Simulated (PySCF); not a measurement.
From one molecule to another.

First species: C2H6AlN.
SMILES: `C#[C][AlH2-][NH3+]`

Second species: C₆H₁₁BO₃.
SMILES: `CC(C)OC1=[O+][BH2-]OC=C1`

Levels: PBE0/def2-SVPD for dipole moment, HOMO energy, LUMO energy, HOMO–LUMO gap, static isotropic polarisability and electronic spatial extent ⟨r²⟩ about the centre of nuclear charge; TDDFT PBE0/def2-SVPD for lowest singlet excitation; TDA PBE0/def2-SVPD for lowest triplet excitation (Tamm–Dancoff); ΔSCF PBE0/def2-SVPD for vertical ionisation energy; PBE0-D3(BJ)/def2-SVP for rotational constant A and rotational constant C. Geometries: PBE0-D3(BJ)/def2-SVP. Each structure is a single optimised conformer of the isolated species, non-relativistic unless stated; the electronic structure was computed with PySCF and density fitting.

The conformers computed, where there is a choice (atom-mapped SMILES and torsion angles):
- `[CH3:1][CH:2]([CH3:3])[O:4][C:5]1=[O+:6][BH2-:7][O:8][CH:9]=[CH:10]1`: C1–C2–O4–C5 -152°, C2–O4–C5–O6 -2°

Values for the first species:

* Dipole moment: 5.31 D
* HOMO energy: -7.20 eV
* LUMO energy: -0.54 eV
* HOMO–LUMO gap: 6.66 eV
* Lowest singlet excitation: 5.48 eV
* Lowest triplet excitation (Tamm–Dancoff): 4.81 eV
* Static isotropic polarisability: 63.6 au
* Vertical ionisation energy: 9.22 eV
* Electronic spatial extent ⟨r²⟩ about the centre of nuclear charge: 495 bohr²
* Rotational constant A: 10.172 GHz
* Rotational constant C: 2.591 GHz

(1) Estimate the same properties for the second species, and the change in each.

Answers

(1) 
```json
{"property": "dipole moment", "first": "5.31 D", "second": "4.59 D", "second less first": "-0.72 D"}
{"property": "HOMO energy", "first": "-7.20 eV", "second": "-6.91 eV", "second less first": "+0.29 eV"}
{"property": "LUMO energy", "first": "-0.54 eV", "second": "-1.60 eV", "second less first": "-1.06 eV"}
{"property": "HOMO–LUMO gap", "first": "6.66 eV", "second": "5.31 eV", "second less first": "-1.35 eV"}
{"property": "lowest singlet excitation", "first": "5.48 eV", "second": "4.20 eV", "second less first": "-1.28 eV"}
{"property": "lowest triplet excitation (Tamm–Dancoff)", "first": "4.81 eV", "second": "3.21 eV", "second less first": "-1.60 eV"}
{"property": "static isotropic polarisability", "first": "63.6 au", "second": "100.3 au", "second less first": "+36.7 au"}
{"property": "vertical ionisation energy", "first": "9.22 eV", "second": "8.79 eV", "second less first": "-0.43 eV"}
{"property": "electronic spatial extent ⟨r²⟩ about the centre of nuclear charge", "first": "495 bohr²", "second": "1713 bohr²", "second less first": "+1218 bohr²"}
{"property": "rotational constant A", "first": "10.172 GHz", "second": "3.250 GHz", "second less first": "-6.922 GHz"}
{"property": "rotational constant C", "first": "2.591 GHz", "second": "0.697 GHz", "second less first": "-1.894 GHz"}
```

On the first: No computed singlet falls in the visible range (750 to 380 nm, 1.65 to 3.26 eV); S1 lies 2.22 eV above its blue end. S1 lies 1.18 eV below the HOMO–LUMO gap; its leading configuration is HOMO→LUMO, weight 0.86.

On the second: The 10 singlets span 4.20 to 7.47 eV, and their oscillator strengths add up to 0.48. The ΔSCF ionisation energy exceeds −ε(HOMO) by 1.88 eV with PBE0.
